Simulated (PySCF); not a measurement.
NMR data simulated for an unnamed compound:

$^{1}$H NMR (600 MHz, computed): δ 7.63 (br, 1H), 2.33 (m, 1H), 2.10 (m, 1H), 2.01 (m, 1H), 1.85 (m, 1H), 1.82 (m, 1H), 1.82 (s, 3H), 1.53 (m, 1H), 1.48 (m, 1H), 1.29 (m, 1H), 0.65 (m, 1H).

$^{13}$C{$^{1}$H} NMR (computed): δ 44.5 (CH), 35.7 (CH2), 35.4 (CH2), 29.3 (CH2), 26.5 (CH2), 10.2 (CH3).

[PySCF 2.14: shielding tensors at PBE0/pcSseg-1 (GIAO); geometry: PBE0-D3(BJ)/def2-SVP; isolated molecule; non-relativistic; rapidly exchanging positions averaged; one conformer]

Chemical shifts δ = σref − σ; TMS for $^{1}$H (σref 31.27) and $^{13}$C (σref 184.41), all at this level.

Q: Which of these does the molecule contain: an aldehyde, an S-methyl group, an N-methyl group, a non-aromatic C=C double bond?

A: 
- An aldehyde: no.
- An S-methyl group: yes (δC 10.2; δH 1.82 (s)).
- An N-methyl group: no.
- A non-aromatic C=C double bond: no.

The data belong to SMILES CS[C@@H]1CBCCC1, C6H13BS; they needn't prove each group on their own.

Carbon signals by region: 6 below 50 ppm.

Hydrogens on boron are broadened and split by $^{11}$B (spin 3/2, 80 %) and 10B (spin 3). A carbon bonded to boron is broadened by the quadrupolar boron nucleus and is often missing from a measured spectrum. Shifts are as computed. Against solution values, carbons near 30 ppm lie about +2 ppm off and those near 130 ppm about +5 ppm; carbons on S a further +3 ppm. Of 1211 compounds with measured shifts, 218 miss one by over three times the rms of a fit or turn the order of signals round; such compounds aren't used in these exercises. Multiplicities follow the n + 1 count of equivalent neighbours, as no J values were calculated; m marks all less simple cases, F and P coupling included.
